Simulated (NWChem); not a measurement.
System: CH5O cation; SMILES C[OH2+]

Excerpt of the output:

```
             Northwest Computational Chemistry Package (NWChem) 7.3.0
             --------------------------------------------------------

 CS  symmetry detected

                             Geometry "geometry" -> ""
                             -------------------------

 Output coordinates in angstroms (scale by  1.889725989 to convert to a.u.)

  No.       Tag          Charge          X              Y              Z
 ---- ---------------- ---------- -------------- -------------- --------------
    1 C                    6.0000    -0.00297055    -0.77818377     0.00000000
    2 O                    8.0000    -0.06432414     0.70666450     0.00000000
    3 H                    1.0000    -0.53962555    -1.09061773    -0.90200700
    4 H                    1.0000    -0.53962555    -1.09061773     0.90200700
    5 H                    1.0000     1.04714570    -1.09357879     0.00000000
    6 H                    1.0000     0.28226089     1.14530045    -0.80216800
    7 H                    1.0000     0.28226089     1.14530045     0.80216800

 Effective nuclear repulsion energy (a.u.)      45.9950518346

      Symmetry information
      --------------------

 Group name             Cs
 Group number              2
 Group order               2
 No. of unique centers     5

                                 NWChem DFT Module
                                 -----------------

 Summary of "ao basis" -> "ao basis" (spherical)
 ------------------------------------------------------------------------------
       Tag                 Description            Shells   Functions and Types
 ---------------- ------------------------------  ------  ---------------------
 C                          6-31+g*                  8       18   4s3p1d
 O                          6-31+g*                  8       18   4s3p1d
 H                          6-31+g*                  2        2   2s

      Symmetry analysis of basis
      --------------------------

        a'         32
        a"         14

[...]

                                NWChem TDDFT Module
                                -------------------

            General Information
            -------------------
           No. of orbitals :      92
            Alpha orbitals :      46
             Beta orbitals :      46
        Alpha frozen cores :       0
         Beta frozen cores :       0
     Alpha frozen virtuals :       0
      Beta frozen virtuals :       0
         Spin multiplicity :       1
    Number of AO functions :      46
        Use of symmetry is : off
      Symmetry adaption is : on
         Schwarz screening :  0.10D-07

              XC Information
              --------------
                  PBE0 Method XC Functional
              Hartree-Fock (Exact) Exchange   0.25
   PerdewBurkeErnzerhof Exchange Functional   0.75
     Perdew 1991 LDA Correlation Functional   1.00 local
    PerdewBurkeErnz. Correlation Functional   1.00 non-local

             TDDFT Information
             -----------------
          Calculation type : TDDFT
         Wavefunction type : Restricted singlets & triplets
          No. of electrons :      18
           Alpha electrons :       9
            Beta electrons :       9
              No. of roots :       8
          Max subspacesize :    5600
            Max iterations :     100
               Target root :       1
           Target symmetry : none
      Symmetry restriction : off
                 Algorithm : Optimal
        Davidson threshold :  0.10D-03

    8 smallest eigenvalue differences (eV)
--------------------------------------------------------
  No. Spin  Occ  Vir  Irrep   E(Occ)    E(Vir)   E(Diff)
--------------------------------------------------------
    1    1    9   10 a'       -0.633    -0.234    10.865
    2    1    8   10 a"       -0.667    -0.234    11.789
    3    1    9   11 a'       -0.633    -0.147    13.224
    4    1    9   12 a"       -0.633    -0.143    13.325
    5    1    7   10 a'       -0.748    -0.234    13.992
    6    1    8   11 a"       -0.667    -0.147    14.149
    7    1    8   12 a'       -0.667    -0.143    14.249
    8    1    9   13 a'       -0.633    -0.104    14.386
--------------------------------------------------------

  Entering Davidson iterations
  Restricted singlet excited states

  Iter   NTrls   NConv    DeltaV     DeltaE      Time
  ----  ------  ------  ---------  ---------  ---------
    1      8       0     0.19E+00   0.10+100        2.5
    2     24       0     0.45E-01   0.13E-01        4.3
    3     40       0     0.11E-01   0.12E-02        4.3
    4     56       0     0.46E-02   0.69E-04        4.6
    5     72       0     0.18E-02   0.60E-05        4.2
    6     88       1     0.83E-03   0.71E-06        4.6
    7    102       4     0.35E-03   0.87E-07        4.2
    8    110       7     0.10E-03   0.18E-07        2.6
    9    112       8     0.71E-04   0.23E-08        1.3
  ----  ------  ------  ---------  ---------  ---------
  Convergence criterion met

  Ground state a'       -115.879796438139 a.u.

  ----------------------------------------------------------------------------
  Root   1 singlet a'             0.335368142 a.u.                9.1258 eV
  ----------------------------------------------------------------------------
     Transition Moments    X -0.02781   Y -0.00908   Z  0.00000
     Dipole Oscillator Strength                    0.0001914070
     Electric Quadrupole                           0.0000000434
     Magnetic Dipole                               0.0000025585
     Total Oscillator Strength                     0.0001940089

[...]
```

Level: PBE0/6-31+G* (spherical d), full TDDFT. Geometry: optimised at PBE0/def2-SVP.

Write an input that gives this output.

One answer among several that fit: the input that was run:
```
start job
memory heap 200 mb stack 900 mb global 1100 mb
charge 1
geometry units angstroms noautoz
  C     -0.001327     0.799028     0.000000
  O     -0.030951    -0.686792     0.000000
  H     -0.544533     1.099928    -0.902007
  H     -0.544533     1.099928     0.902007
  H      1.041813     1.136781     0.000000
  H      0.324924    -1.117925    -0.802168
  H      0.324924    -1.117925     0.802168
end
basis spherical
  C library 6-31+g*
  O library 6-31+g*
  H library 6-31+g*
end
dft
  xc pbe0
  iterations 150
end
tddft
  nroots 8
end
task tddft energy
```
